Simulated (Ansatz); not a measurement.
Ansatz (an electronic-structure program) input:

Ansatz 0.2 input:
```yaml
crystal:
  periodic: [false, false, false]
  atoms:
    - {symbol: Mo, position_ang: [0.25311714, 0.05364568, 0.34276854]}
    - {symbol: O, position_ang: [1.52642633, -0.74755070, -0.34803102]}
    - {symbol: O, position_ang: [-0.54175153, -1.09331703, 1.23332807]}
    - {symbol: Cl, position_ang: [-1.08872461, 0.73375431, -1.26345029]}
basis:
  gaussian:
    orbitals: def2-TZVP
hamiltonian:
  xc: b3lyp
  dispersion: d3bj
total_charge: 1
phonons: {temperatures: {t_min: 298.15, t_max: 298.15, t_step: 100}}
```

Problem. Predict the final energy.

Solution. -678.74665 Eh (B3LYP-D3(BJ)/def2-TZVP). The basis has 139 functions. The run takes around 20 core-seconds (rough).
